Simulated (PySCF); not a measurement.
PySCF job for Sn(Br)(NH2) (BrH2NSn), SMILES [NH2][Sn][Br] (connectivity only; charge and spin as stated), neutral, multiplicity 1, TDA-PBE0/def2-SVPD. Geometry optimised at B3LYP-D3(BJ)/def2-SVP. The def2 effective core potentials stand for the cores of Sn; spin–orbit coupling is left out. The values are those of a single conformer.

```python
import numpy as np
from pyscf import gto, scf, dft, tdscf

mol = gto.M(
    atom='''
    Sn    0.37231666    0.89931903    0.00000000
    Br   -0.08682343   -1.64702478    0.00000000
    N    -1.60705829    1.38055958    0.00000000
    H    -2.35243738    0.68652409    0.00000000
    H    -1.97516738    2.32947448    0.00000000
    ''',
    basis='def2-SVPD',
    ecp={'Sn': 'def2-svp'},
    charge=0,
    spin=0,
    symmetry=True,
    max_memory=1600,
    verbose=4,
)
mf = dft.RKS(mol, xc='pbe0').density_fit(auxbasis='def2-universal-jkfit')
mf.grids.level = 3
mf.conv_tol = 1e-9
mf.max_cycle = 100
mf.kernel()
mf.grids = dft.Grids(mol).set(level=1).build(with_non0tab=True)  # coarser grid for the response kernel
td = tdscf.TDA(mf)
td.singlet = True
td.nstates = 10
td.conv_tol = 1e-4
td.kernel(x0=td.get_init_guess(mf, 15))
td.analyze()
tt = tdscf.TDA(mf)
tt.singlet = False
tt.nstates = 4
tt.conv_tol = 1e-4
tt.kernel(x0=tt.get_init_guess(mf, 9))
tt.analyze(verbose=3)
```

Log of the run:

```
PySCF version 2.14.0

[INPUT] verbose = 4
[INPUT] num. atoms = 5
[INPUT] num. electrons = 66
[INPUT] charge = 0
[INPUT] spin (= nelec alpha-beta = 2S) = 0
[INPUT] symmetry True subgroup None
[INPUT] Mole.unit = angstrom
[INPUT] Symbol           X                Y                Z      unit          X                Y                Z       unit  Magmom
[INPUT]  1 Sn     0.372316660000   0.899319030000   0.000000000000 AA    0.703576519013   1.699466665310   0.000000000000 Bohr   0.0
[INPUT]  2 Br    -0.086823430000  -1.647024780000   0.000000000000 AA   -0.164072503895  -3.112425754572   0.000000000000 Bohr   0.0
[INPUT]  3 N     -1.607058290000   1.380559580000   0.000000000000 AA   -3.036900034312   2.608879504845   0.000000000000 Bohr   0.0
[INPUT]  4 H     -2.352437380000   0.686524090000   0.000000000000 AA   -4.445462373389   1.297342508016   0.000000000000 Bohr   0.0
[INPUT]  5 H     -1.975167380000   2.329474480000   0.000000000000 AA   -3.732525398375   4.402068781364   0.000000000000 Bohr   0.0

nuclear repulsion = 261.742499486385
point group symmetry = Cs
symmetry origin: [ 3.21655513e-09 -3.41758983e-09  0.00000000e+00]
symmetry axis x: [1.00000000e+00 1.34811499e-09 0.00000000e+00]
symmetry axis y: [-1.34811499e-09  1.00000000e+00  0.00000000e+00]
symmetry axis z: [0. 0. 1.]
num. orbitals of irrep A' = 76
num. orbitals of irrep A" = 33
number of shells = 43
number of NR pGTOs = 200
number of NR cGTOs = 109
basis = def2-SVPD
ecp = {'Sn': 'def2-svp'}


[settings echo left out]
init E= -2819.689686999
HOMO (A') = -0.645672502220982  LUMO (A") = -0.618463647574687  gap/eV = 0.74039
cycle= 1 E= -2840.91153331731  delta_E= -21.2  |g|= 3.16  |ddm|= 11.6
HOMO (A") = -0.0334103324300692  LUMO (A') = -0.0118781367818119  gap/eV = 0.58592
cycle= 2 E= -2780.49295757056  delta_E= 60.4  |g|= 9.85  |ddm|= 14.2
HOMO (A") = -0.338705345590059  LUMO (A") = -0.145183235306341  gap/eV = 5.26600
cycle= 3 E= -2843.65293365398  delta_E= -63.2  |g|= 0.778  |ddm|= 12.1
HOMO (A') = -0.17022619371608  LUMO (A") = -0.0795522378771825  gap/eV = 2.46736
cycle= 4 E= -2843.57891205627  delta_E= 0.074  |g|= 0.87  |ddm|= 2.91
HOMO (A") = -0.275565273684835  LUMO (A") = -0.0901559283663218  gap/eV = 5.04525
cycle= 5 E= -2843.78325465387  delta_E= -0.204  |g|= 0.073  |ddm|= 1.06
HOMO (A') = -0.272156328761657  LUMO (A") = -0.0824511895607341  gap/eV = 5.16214
cycle= 6 E= -2843.78428414094  delta_E= -0.00103  |g|= 0.0507  |ddm|= 0.161
HOMO (A') = -0.273815419635557  LUMO (A") = -0.0846247581739945  gap/eV = 5.14814
cycle= 7 E= -2843.7847874907  delta_E= -0.000503  |g|= 0.029  |ddm|= 0.0742
HOMO (A') = -0.274260071794855  LUMO (A") = -0.0854567072806489  gap/eV = 5.13760
cycle= 8 E= -2843.78498426999  delta_E= -0.000197  |g|= 0.00348  |ddm|= 0.029
HOMO (A') = -0.274223057852728  LUMO (A") = -0.085617025321902  gap/eV = 5.13223
cycle= 9 E= -2843.78498805783  delta_E= -3.79e-06  |g|= 0.000861  |ddm|= 0.00606
HOMO (A') = -0.274310441529698  LUMO (A") = -0.0857747873535573  gap/eV = 5.13032
cycle= 10 E= -2843.78498835815  delta_E= -3e-07  |g|= 0.000164  |ddm|= 0.00238
HOMO (A') = -0.274307032422739  LUMO (A") = -0.0857531428733296  gap/eV = 5.13081
cycle= 11 E= -2843.78498836846  delta_E= -1.03e-08  |g|= 2.14e-05  |ddm|= 0.000374
HOMO (A') = -0.274303328002448  LUMO (A") = -0.0857490652897841  gap/eV = 5.13082
cycle= 12 E= -2843.78498836869  delta_E= -2.29e-10  |g|= 9.26e-06  |ddm|= 6.69e-05
HOMO (A') = -0.274304480576549  LUMO (A") = -0.0857506630008729  gap/eV = 5.13081
Extra cycle  E= -2843.78498836868  delta_E= 1.5e-11  |g|= 1.45e-05  |ddm|= 3.55e-05
converged SCF energy = -2843.78498836868
tot grids = 25424


******** <class 'pyscf.tdscf.rks.TDA'> for <class 'pyscf.df.df_jk.DFSymAdaptedRKS'> ********
nstates = 10 singlet
deg_eia_thresh = 1.000e-03
wfnsym = None
conv_tol = 0.0001
eigh lindep = 1e-12
eigh level_shift = 0
eigh max_cycle = 100


Excitation energies (eV)
[4.10507122 4.51678962 4.6130873  5.20895787 5.31009581 5.58206444
 5.98892028 6.19495762 6.30563048 6.37071361]

** Singlet excitation energies and oscillator strengths **
Excited State   1:   A"      4.10507 eV    302.03 nm  f=0.0246
      31 -> 34       -0.19857
      33 -> 34        0.67397
Excited State   2:   A'      4.51679 eV    274.50 nm  f=0.0321
      30 -> 34        0.23421
      32 -> 34        0.63588
      33 -> 35       -0.14874
Excited State   3:   A"      4.61309 eV    268.77 nm  f=0.0297
      31 -> 34        0.67382
      33 -> 34        0.18898
Excited State   4:   A'      5.20896 eV    238.02 nm  f=0.0436
      30 -> 34       -0.61929
      32 -> 34        0.23176
      33 -> 35        0.12015
      33 -> 36       -0.15458
Excited State   5:   A"      5.31010 eV    233.49 nm  f=0.0119
      32 -> 35        0.70211
Excited State   6:   A'      5.58206 eV    222.11 nm  f=0.0744
      30 -> 34       -0.10921
      31 -> 35        0.43372
      31 -> 36       -0.10677
      33 -> 35       -0.52678
Excited State   7:   A"      5.98892 eV    207.02 nm  f=0.0002
      29 -> 34       -0.17986
      30 -> 35       -0.66819
      32 -> 36        0.12223
Excited State   8:   A"      6.19496 eV    200.14 nm  f=0.0180
      29 -> 34       -0.65962
      30 -> 35        0.15171
      32 -> 36       -0.16641
Excited State   9:   A'      6.30563 eV    196.62 nm  f=0.5104
      29 -> 35       -0.10381
      31 -> 35       -0.53269
      31 -> 36       -0.15865
      33 -> 35       -0.35880
      33 -> 37       -0.11577
Excited State  10:   A"      6.37071 eV    194.62 nm  f=0.0279
      29 -> 34        0.13054
      30 -> 35       -0.15357
      32 -> 36       -0.66506

** Transition electric dipole moments (AU) **
state          X           Y           Z        Dip. S.      Osc.
  1         0.0000     -0.0000      0.4948      0.2448      0.0246
  2        -0.3712      0.3902      0.0000      0.2900      0.0321
  3        -0.0000     -0.0000      0.5128      0.2629      0.0297
  4        -0.5541      0.1865     -0.0000      0.3418      0.0436
  5         0.0000     -0.0000     -0.3029      0.0917      0.0119
  6        -0.2420     -0.6969     -0.0000      0.5442      0.0744
  7        -0.0000     -0.0000     -0.0362      0.0013      0.0002
  8         0.0000      0.0000     -0.3447      0.1188      0.0180
  9        -0.1697     -1.8098     -0.0000      3.3041      0.5104
 10        -0.0000      0.0000      0.4224      0.1785      0.0279

WARN: ECP detected. Skipping calculation of transition velocity and magnetic dipole moments, which have not yet been implemented.



******** <class 'pyscf.tdscf.rks.TDA'> for <class 'pyscf.df.df_jk.DFSymAdaptedRKS'> ********
nstates = 4 triplet
deg_eia_thresh = 1.000e-03
wfnsym = None
conv_tol = 0.0001
eigh lindep = 1e-12
eigh level_shift = 0
eigh max_cycle = 100


Excitation energies (eV)
[3.11865591 3.33180403 4.31103146 4.31659916]

** Triplet excitation energies and oscillator strengths **
Excited State   1:   A"      3.11866 eV    397.56 nm  f=0.0000
Excited State   2:   A'      3.33180 eV    372.12 nm  f=0.0000
Excited State   3:   A"      4.31103 eV    287.60 nm  f=0.0000
Excited State   4:   A'      4.31660 eV    287.23 nm  f=0.0000
```

The run converged.
